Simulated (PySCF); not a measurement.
**Magnetisability: SMILES CC1=C(F)[C@@H]1Br, C4H4BrF**

Geometry:
```tsv
atom	x (Å)	y (Å)	z (Å)
C1	1.370	-0.657	-0.142
C2	-0.031	-0.265	0.047
C3	-1.325	-0.395	-0.011
F4	-2.366	-1.124	-0.289
C5	-0.892	0.914	0.401
Br6	-0.987	2.446	-0.851
H7	1.813	-0.043	-0.943
H8	1.458	-1.716	-0.420
H9	1.955	-0.475	0.773
H10	-0.978	1.330	1.414
```

Computed with PySCF, GIAO HF/pcSseg-1 magnetisability, rotational g tensor and spin-rotation constants, non-relativistic, gas phase. Geometry: PBE0-D3(BJ)/def2-SVP.

The calculation is non-relativistic, which matters for the atoms heavier than Zn.

Question: How diamagnetic is it, and how anisotropic?

Answer: Isotropic -1199 × 10⁻³⁰ J/T², or -72.2 × 10⁻⁶ cm³/mol; principal values -1357, -1154, -1086 × 10⁻³⁰ J/T², anisotropy 244 × 10⁻³⁰ J/T² (root of half the summed squared differences of the principal values). The susceptibility is in cgs units.

Question: Split it along the inertial axes a, b, c into diamagnetic and paramagnetic parts about the centre of mass, with the quadrupole moment.

Answer: 
| axis | χ (10⁻⁶ cm³/mol) | diamagnetic (10⁻⁶ cm³/mol) | paramagnetic (10⁻⁶ cm³/mol) | summed x² of all electrons (Å²) | quadrupole Θ (D Å) |
| --- | --- | --- | --- | --- | --- |
| a | -75.4 | -442.0 | 366.6 | 183.5 | -1.70 |
| b | -66.9 | -863.1 | 796.2 | 84.3 | +0.62 |
| c | -74.3 | -1136.0 | 1061.7 | 19.9 | +1.08 |

Anisotropies 2χaa − χbb − χcc = -9.6 and 2χbb − χaa − χcc = +15.9 × 10⁻⁶ cm³/mol. Θ is traceless in Buckingham's convention.

Question: And the rotational g tensor?

Answer: 
| axis | rotational constant (GHz) | g | nuclear part | electronic part |
| --- | --- | --- | --- | --- |
| a | 3.3707 | -0.0099 | 0.5707 | -0.5806 |
| b | 1.3658 | -0.0104 | 0.5005 | -0.5109 |
| c | 1.0336 | -0.0044 | 0.5111 | -0.5155 |

Asymmetric top; isotopes 79Br, 12C, 19F, 1H; no vibrational averaging.
